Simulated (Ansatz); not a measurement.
Consider the ligand exchange at a Ge–Cl bond: `[F][Ge]([Cl])([Cl])[Cl]` + H–F → `[F][Ge]([F])([Cl])[Cl]` + HCl.

Program: Ansatz. Geometries: PBE0-D4/def2-TZVP. ΔE: electronic, gas phase. CBS: MP2 limit from def2 TZ/QZ plus the TZ coupled-cluster correction, frozen cores. This one scheme is used for every species. DFT in def2-TZVPP. B3LYP here is the variant with VWN-RPA as its local correlation; programs differ in this. HSE06 is defined as in plane-wave codes. For Ge outer-core shells are correlated without core-valence functions, which leaves a few kJ/mol of doubt a bond. Scalar relativity is left out up to krypton.

`[F][Ge]([Cl])([Cl])[Cl]`:

Z-matrix (Å, degrees):
```
Ge
F 1 1.711
Cl 1 2.106 2 107.7
Cl 1 2.106 2 107.7 3 120.0
Cl 1 2.106 2 107.7 3 -120.0
```

H–F:

Cartesian coordinates in Å:
```
F 0.067 0.016 0.455
H -0.067 -0.016 -0.455
```

`[F][Ge]([F])([Cl])[Cl]`:

```xyz
5

F    -1.653    0.420    0.326
Ge   -0.042   -0.013   -0.027
F    -0.106   -0.977   -1.431
Cl    0.732   -1.149    1.557
Cl    1.069    1.719   -0.425
```

HCl:

```xyz
2

Cl    0.349    0.442   -0.303
H    -0.349   -0.442    0.303
```

| level | ΔE (kJ/mol) | difference from CCSD(T)/CBS |
| --- | --- | --- |
| LDA (SPW92) | 10.4 | -1.3 |
| revPBE-D4 | 14.2 | 2.5 |
| BLYP-D4 | 7.4 | -4.3 |
| r2SCAN-D4 | 5.3 | -6.4 |
| B3LYP-D4 | 8.7 | -3.0 |
| r2SCAN0-D4 | 9.2 | -2.5 |
| HSE06-D4 | 14.7 | 3.0 |
| BHLYP-D4 | 9.0 | -2.7 |
| CAM-B3LYP-D4 | 2.3 | -9.4 |
| ωB97X-V | 4.0 | -7.7 |
| ωB97M-V | 7.3 | -4.4 |
| B2PLYP | 4.0 | -7.7 |
| PBE-QIDH | 11.6 | -0.1 |
| PBE | 8.4 | -3.3 |
| revPBE | 7.3 | -4.4 |
| BLYP | -0.7 | -12.4 |
| r2SCAN | 4.4 | -7.3 |
| PBE0 | 10.9 | -0.8 |
| B3LYP | 2.0 | -9.7 |
| r2SCANh | 6.0 | -5.7 |
| r2SCAN0 | 8.0 | -3.7 |
| HSE06 | 11.3 | -0.4 |
| BHLYP | 2.2 | -9.5 |
| CAM-B3LYP | -1.6 | -13.3 |
| LC-ωPBE | 2.7 | -9.0 |
| RPA@PBE/def2-TZVPP | 2.5 | -9.2 |
| HF/def2-SVP | -0.5 | -12.2 |
| MP2/def2-SVP | -2.3 | -14.0 |
| CCSD/def2-SVP | -5.0 | -16.7 |
| CCSD(T)/def2-SVP | -4.7 | -16.4 |
| HF/def2-TZVPP | -2.3 | -14.0 |
| MP2/def2-TZVPP | 12.0 | 0.3 |
| SCS-MP2/def2-TZVPP | 5.7 | -6.0 |
| CCSD/def2-TZVPP | 4.1 | -7.6 |
| CCSD(T)/def2-TZVPP | 5.8 | -5.9 |
| HF/def2-QZVPP | -4.6 | -16.3 |
| MP2/def2-QZVPP | 14.6 | 2.9 |
| HF/CBS(def2) | -4.9 | -16.6 |
| MP2/CBS(def2) | 17.9 | 6.2 |
| CCSD/CBS(def2) | 10.0 | -1.7 |
| CCSD(T)/CBS | 11.7 | 0 |

Largest T1 diagnostic among the species: 0.011.

Leaving LDA and LC-ωPBE aside and taking each functional with its dispersion term where it has one, the values, not all of them listed here, spread over 13.2 kJ/mol, from B97M-V to HSE06-D4. From r2SCAN to r2SCAN0 (25 % exact exchange), in def2-TZVPP and without D4, ΔE moves by +3.6 kJ/mol.
